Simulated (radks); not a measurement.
Problem. Cd III, 46 electrons, occupied as [Kr] 4d10 5s(up 0, down 0) (the NIST ground configuration). Method: scalar-relativistic Kohn-Sham, SCAN, spin-polarised, spherical densities, finite nucleus; meta-GGA in the generalised Kohn-Sham scheme; Fermi nuclear charge, rms radius 4.6087 fm; computed with a radial shooting solver on a logarithmic mesh with Libxc functionals. Some entries of the table are withheld. Estimate them.

| orbital | occ. | eigenvalue (hartree) | r(max) (bohr) | <r^2> (bohr^2) |
|---|---|---|---|---|
| 1s | 2 | -977.3335 | 0.01968 | 0.001250 |
| 2s | 2 | (1) | (2) | 0.02041 |
| 2p | 6 | -131.1713 | 0.08902 | 0.01611 |
| 3s | 2 | -28.05312 | 0.3233 | 0.1461 |
| 3p | 6 | (3) | 0.3168 | 0.1476 |
| 3d | 10 | -15.28072 | 0.2663 | 0.1333 |
| 4s | 2 | -4.70170 | 0.7981 | 0.8810 |
| 4p | 6 | -3.23298 | 0.8476 | 1.058 |
| 4d | 10 | -1.12915 | 0.9786 | 1.859 |

Solution. 
(1) 2s eigenvalue (hartree): -146.2540
(2) 2s r(max) (bohr): 0.1111
(3) 3p eigenvalue (hartree): -23.06006
